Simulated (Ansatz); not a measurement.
The cluster Ti₂S₃: single points at one geometry.

```yaml
crystal:
  periodic: [false, false, false]
  atoms:
    - {symbol: Ti, position_ang: [1.438550, -0.323495, -0.560837]}
    - {symbol: Ti, position_ang: [-1.292838, -0.702228, -0.531832]}
    - {symbol: S, position_ang: [-2.066128, 1.080412, 0.160192]}
    - {symbol: S, position_ang: [1.673162, 1.619315, 0.091421]}
    - {symbol: S, position_ang: [0.247254, -1.674004, 0.841045]}
basis:
  gaussian: {orbitals: def2-TZVP, initial_orbitals: start.molden}
correlation: {method: ccsd_t}
scf: {omitted_lower_state_checks: [starts]}
output: {orbitals: {seedname: orbitals}}
```

The file start.molden holds the orbitals of an earlier run on this structure, at another level or in another basis.

```sh
$ ansatz run in.yaml --threads 4 --pin off --events-out ev --progress --plain --max-ram 4787MiB
```

It prints (some lines left out):

```
Functional definition: HF
1462 factors; integrals over basis functions are off by at most 6.4e-4 eV
mean field evaluation 1: about -78622.9139 eV, gradient 4.5e1 eV
mean field evaluation 2: about -78624.8245 eV, gradient 3.5e0 eV
mean field evaluation 4: about -78625.7329 eV, gradient 3.0e0 eV
mean field evaluation 8: about -78625.7680 eV, gradient 3.2e-3 eV
mean field evaluation 16: about -78611.8746 eV, gradient 3.7e1 eV
mean field evaluation 32: about -78620.3221 eV, gradient 1.6e1 eV
mean field evaluation 64: about -78623.4387 eV, gradient 2.7e0 eV
mean field evaluation 96: about -78620.7098 eV, gradient 1.8e1 eV
mean field -78625.76803323 eV, -2889.4436807616 hartree, gradient 3.6e-6 eV, S^2 0.000000; 0 other end points of the search recorded, 0 dependent functions left out; unrestricted orbitals would lower it
mean field evaluation 128: about -78625.7420 eV, gradient 8.1e-1 eV
mean field evaluation 160: about -78625.7680 eV, gradient 1.4e-5 eV
mean field evaluation 192: about -78625.7680 eV, gradient 7.8e-4 eV
mean field evaluation 224: about -78627.6319 eV, gradient 4.1e-1 eV
mean field evaluation 256: about -78625.7644 eV, gradient 2.7e-1 eV
unrestricted determinant -78628.06290516 eV, -2889.5280157495 hartree, S^2 2.3062
25 core orbitals not correlated: weight in the atoms' cores, before any rotation towards them, 1.000 or more for the frozen orbitals, at most 0.000 for the correlated occupied ones
reference -78625.76803323 eV, -2889.4436807616 hartree; 21, 21 occupied and 155, 155 virtual orbitals, 1462 factors
second order -36.85852914 eV of doubles, -0.00000000 eV of singles
cycle   1  -31.52556695 eV  change     5.3e0 eV  update   5.2e-1
cycle   2  -34.83045539 eV  change    -3.3e0 eV  update   5.0e-1
cycle   3  -35.30556183 eV  change   -4.8e-1 eV  update   1.0e-1
cycle   4  -35.38301814 eV  change   -7.7e-2 eV  update   6.4e-2
cycle   5  -35.35505319 eV  change    2.8e-2 eV  update   2.8e-2
cycle   6  -35.36316030 eV  change   -8.1e-3 eV  update   1.9e-2
cycle   7  -35.35977733 eV  change    3.4e-3 eV  update   1.0e-2
cycle   8  -35.35606269 eV  change    3.7e-3 eV  update   7.4e-3
cycle   9  -35.36409974 eV  change   -8.0e-3 eV  update   4.7e-3
cycle  10  -35.37202565 eV  change   -7.9e-3 eV  update   3.4e-3
cycle  11  -35.37202407 eV  change    1.6e-6 eV  update   2.3e-3
cycle  12  -35.36662056 eV  change    5.4e-3 eV  update   1.7e-3
cycle  13  -35.36900412 eV  change   -2.4e-3 eV  update   1.2e-3
cycle  14  -35.36700035 eV  change    2.0e-3 eV  update   8.9e-4
cycle  15  -35.36718472 eV  change   -1.8e-4 eV  update   5.6e-4
cycle  16  -35.36733274 eV  change   -1.5e-4 eV  update   4.6e-4
cycle  17  -35.36783119 eV  change   -5.0e-4 eV  update   3.8e-4
cycle  18  -35.36756143 eV  change    2.7e-4 eV  update   3.0e-4
cycle  19  -35.36734812 eV  change    2.1e-4 eV  update   2.6e-4
cycle  20  -35.36732453 eV  change    2.4e-5 eV  update   1.8e-4
cycle  21  -35.36726244 eV  change    6.2e-5 eV  update   1.2e-4
cycle  22  -35.36726165 eV  change    7.9e-7 eV  update   9.4e-5
cycle  23  -35.36729084 eV  change   -2.9e-5 eV  update   6.6e-5
cycle  24  -35.36731777 eV  change   -2.7e-5 eV  update   3.9e-5
perturbative correction -3.21097103 eV, -0.1180010087 hartree
Total energy: -78664.34632202 eV, -2890.8614067254 hartree
Checks for a lower state left out: starts
```

Hardware: 4 threads of Intel Xeon on a shared host. Wall time 6.3 min, peak host memory 2.6 GiB.

As the first input, with `hamiltonian: {xc: {name: CAM-B3LYP}, dispersion: d4}` and without the key `correlation` (abridged; 16 s):

```
Functional definition: CAM-B3LYP
mean field -78741.38340953 eV, -2893.6924674736 hartree, gradient 2.1e-5 eV, S^2 0.000000
Total energy: -78741.65721410 eV, -2893.7025296061 hartree
Checks for a lower state left out: starts
```

First input, but with `hamiltonian: {xc: pbe0, dispersion: d4}` and without the key `correlation` (abridged; 14 s):

```
Functional definition: PBE0
mean field -78717.37579607 eV, -2892.8102039517 hartree, gradient 4.4e-5 eV, S^2 0.000000
Total energy: -78717.63039403 eV, -2892.8195602542 hartree
Checks for a lower state left out: starts
```

Geometry: PBE-D4/def2-SVP.

Correlated methods freeze 25 core orbitals; core or outer-core shells of Ti are correlated, in sets that lack core-valence functions. At CCSD(T)/def2-TZVP the restricted singlet (for correlated methods, its reference) is unstable: a solution with broken spin symmetry lies lower. The restricted singlet is unstable towards broken spin symmetry at other levels; at CAM-B3LYP-D4/def2-TZVP, PBE0-D4/def2-TZVP this wasn't settled. Another isomer (singlet) lies 3.12 eV lower at PBE0-D4/def2-TZVP; other spin states weren't run for this one.
